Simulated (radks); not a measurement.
Spherical jellium clusters: N electrons in a uniform positive sphere of charge N and radius rs N^(1/3), rs = 4.82 bohr. Method: non-relativistic Kohn-Sham, PBEsol, spin-polarised, spherical densities; computed with a radial shooting solver with Libxc functionals. Levels are named by radial order and angular momentum (1s, 1p, 1d, 2s, ...), and open shells are averaged over m.

N = 15, configuration 1s2 1p6 1d(up 5, down 2). This is the lowest configuration that the search found. Occupied levels:

level    occupation  eigenvalue (eV)  <r> (bohr)
1s up             1          -4.0336       7.594
1s down           1          -3.9235       7.048
1p up             3          -3.4239       8.895
1p down           3          -3.2166       8.671
1d up             5          -2.6371       9.835
1d down           2          -2.3888       9.758

Energy (eV): total -26.9823, kinetic 19.203, external -612.60, Hartree 304.20, exchange-correlation -46.815, background 309.03.
